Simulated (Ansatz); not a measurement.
A nudged elastic band was laid between two geometries of H₃NS₂Sn (7 atoms, charge 0, multiplicity 1).

Method: RKS PBE/def2-SVP in Ansatz 0.2.0.

* movable images: 7
* climbing image: yes
* spring: 5.0 eV/Å²
* optimiser: quadratic models (default)
* start path: IDPP
* force threshold: 0.03 eV/Å
* iteration limit: 55
* end points: relaxed

Image 0:

```xyz
7
Properties=species:S:1:pos:R:3
N -0.846 1.267 0.035
Sn 0.675 -0.116 0.000
S 0.389 -1.981 1.504
S 0.319 -2.417 -0.713
H -0.936 1.745 -0.874
H -1.741 0.785 0.206
H 2.200 0.648 -0.205
```

Image 8:

```xyz
7
Properties=species:S:1:pos:R:3
N -0.820 1.201 -0.470
Sn 0.671 -0.104 0.081
S 0.217 -2.137 1.342
S 0.512 -2.305 -0.893
H -1.698 0.678 -0.602
H -0.998 1.896 0.270
H 2.178 0.705 0.227
```

Problem. What changes between the two ends?

Solution. No bond is made or broken. The dihedral H6–N1–Sn2–S4 goes from 29 to 151°. The two ends are copies of one structure, up to a mirror image or an exchange of like atoms.

Problem. Give the energies along the band, and the barrier.

Solution. The forces met the threshold. The highest image is number 4 of 0 to 8, 0.027 eV above the ends, which have the same energy within 2 meV. A vibrational analysis at the climbing image gives one clearly imaginary mode, 132i cm⁻¹: a first-order saddle point.

```tsv
image	path coordinate (Å)	energy (eV)	dihedral H6–N1–Sn2–S4 (°)
0	0.00	0.000	29
1	0.30	0.004	43
2	0.60	0.013	57
3	0.90	0.023	72
4	1.20	0.027	88
5	1.49	0.023	104
6	1.79	0.013	120
7	2.09	0.004	136
8	2.38	0.000	151
```

Problem. What is the geometry of the highest image?

Solution. 
```xyz
7
Properties=species:S:1:pos:R:3
N -0.784 1.356 -0.190
Sn 0.710 -0.060 0.060
S 0.217 -2.076 1.316
S 0.414 -2.262 -0.916
H -1.313 1.097 -1.038
H -1.456 1.231 0.584
H 2.272 0.646 0.139
```

Problem. What are the harmonic wavenumbers there?

Solution. 132i, 125, 130, 301, 315, 407, 439, 530, 548, 721, 850, 1496, 1882, 3380, 3472 cm⁻¹.

Run time: 2.4 min on 1 thread of Arm Neoverse V1, on a shared host, peak memory 0.13 GiB.
